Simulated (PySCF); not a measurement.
Ionisation energy of Hg⁶⁵⁺ by level of theory

Hg⁶⁵⁺ [Ne] 3s2 3p3 (4S) → Hg⁶⁶⁺ [Ne] 3s2 3p2 (3P), as a difference of total energies. Computed with PySCF 2.14 in an uncontracted even-tempered set (17 s from 20 bohr⁻², ratio 2.5; 12 p from 26 bohr⁻², ratio 2.5; 4 d from 97 bohr⁻², ratio 2.7; 4 f from 150 bohr⁻², ratio 2.7), with the spin-free X2C one-electron Hamiltonian (Gaussian nucleus). Correlated levels: outer shells: 1s2 frozen; virtual orbitals above 40 to 60 times the deepest correlated orbital energy dropped. The calculations carry no spin-orbit coupling.

```json
{"method": "UHF", "ionisation energy (eV)": "7529.7"}
{"method": "MP2 (outer shells)", "ionisation energy (eV)": "7530.4"}
{"method": "SCS-MP2 (outer shells)", "ionisation energy (eV)": "7530.1"}
{"method": "CCSD (outer shells)", "ionisation energy (eV)": "7530.3"}
{"method": "CCSD(T) (outer shells)", "ionisation energy (eV)": "7530.3"}
```

Spin-orbit coupling is strong in these open shells (close to jj coupling). The scalar numbers leave it out and a first-order estimate fails, so it can dominate the gap to the real levels.

The ground level that NIST lists for one species does not belong to the high-spin term computed here, so part of any gap is the choice of state.

Breit and QED terms and the two-electron picture change are absent.

For comparison: 7350 ± 30 eV (theoretical estimate listed by NIST; NIST Atomic Spectra Database, ionization energies).
